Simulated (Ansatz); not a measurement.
Input for Ansatz (a program for electronic structure): R-r2SCANh/def2-TZVPP on HLaO (SMILES [OH][La]), 2S+1 = 1, a spin state set in the input, which need not be the lowest. Elements past Kr take the def2 small-core potentials; no spin–orbit coupling.

Ansatz 0.2 input:
```yaml
crystal:
  periodic: [false, false, false]
  atoms:
    - {symbol: La, position_ang: [-1.11559842, -0.88895989, -0.97724089]}
    - {symbol: O, position_ang: [0.23295476, 0.21605598, 0.18732414]}
    - {symbol: H, position_ang: [0.84947494, 0.72027551, 0.71959711]}
basis:
  gaussian:
    orbitals: def2-TZVPP
hamiltonian:
  xc: {name: r2SCANh}
```

Program output:

```
WARN ansatz: RAYON_NUM_THREADS=1 ignored (pool sized by the plan → 1); use --threads N
Functional definition: r2SCANh
integrals: 0.03 GiB planned
515 factors; their error is unknown
mean field: 0.28 GiB planned
mean field evaluation 1: about -2914.2628 eV, gradient 6.7e1 eV
mean field evaluation 2: about -2781.9977 eV, gradient 2.1e2 eV
mean field evaluation 4: about -2921.9383 eV, gradient 7.9e0 eV
mean field evaluation 8: about -2922.1416 eV, gradient 1.6e-1 eV
mean field evaluation 16: about -2922.1459 eV, gradient 3.2e-5 eV
mean field evaluation 32: about -2922.1459 eV, gradient 2.7e-5 eV
mean field -2922.14590538 eV, -107.3868813211 hartree, gradient 3.2e-5 eV, S^2 0.000000; 4 other end points of the search recorded, 0 dependent functions left out
reference -2922.14592203 eV, -107.3868819328 hartree; 10, 10 occupied and 91, 91 virtual orbitals, 515 factors
Total energy: -2922.14592203 eV, -107.3868819328 hartree
```

Self-consistency was reached.

Cost: about 10 core-seconds (a rough figure).
